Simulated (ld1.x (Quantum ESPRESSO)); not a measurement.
## Reading a pseudo-wave (helium (He))

Columns: radius, all-electron u(r) and pseudo u(r) of the 1s shell (level -38.38 eV) of helium in the configuration 1s1; LDA (PZ), scalar-relativistic, PAW scheme, ld1.x (Quantum ESPRESSO) 7.5.

```csv
r (bohr),all-electron,pseudo
0.020,0.1041,0.0866
0.040,0.2000,0.1722
0.060,0.2883,0.2556
0.080,0.3693,0.3361
0.100,0.4435,0.4128
0.120,0.5113,0.4849
0.140,0.5732,0.5520
0.160,0.6295,0.6137
0.180,0.6805,0.6697
0.200,0.7267,0.7201
0.220,0.7682,0.7649
0.240,0.8055,0.8045
0.260,0.8387,0.8391
0.280,0.8682,0.8692
0.300,0.8942,0.8953
0.320,0.9170,0.9178
0.340,0.9367,0.9372
0.360,0.9536,0.9538
0.380,0.9679,0.9679
0.400,0.9797,0.9797
0.420,0.9893,0.9893
0.440,0.9967,0.9967
0.460,1.0022,1.0022
0.480,1.0059,1.0059
0.500,1.0080,1.0080
0.520,1.0084,1.0084
```

(1) How many radial nodes do the two functions have?

(2) At about which radius was the pseudo-wave matched?

(3) Is the pseudo-wave norm-conserving?

Results:

(1) The all-electron 1s function has n − l − 1 = 0; the pseudo-wave has 0.

(2) 0.40 bohr. The columns agree to 0.0005 from 0.36 bohr on; several derivatives are matched, so the curves merge somewhat inside the radius.

(3) No, it belongs to a PAW set: the norm inside the radius is not constrained, and the difference is carried by the augmentation charge.
